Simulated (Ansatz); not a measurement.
The cluster Si2O2. The state is a singlet with charge 0. Geometry relaxed at PBE0-D4/def2-TZVP.

```csv
atom,x (Å),y (Å),z (Å)
Si1,0.545,0.374,-1.026
Si2,-0.545,-0.374,1.026
O3,-0.030,1.106,0.387
O4,0.030,-1.106,-0.387
```

The structure comes from a short search, and lower isomers may exist.

**Question.** Estimate the harmonic wavenumbers at RKS PBE0-D4/def2-TZVP (Ansatz, unscaled). Is this a minimum?

**Answer.** 225, 555, 577, 793, 826, 863 cm⁻¹. Yes, no mode is imaginary beyond noise. Zero-point energy 23.0 kJ/mol. Run time 22 s (4 threads of Arm Neoverse V1 on a shared host).
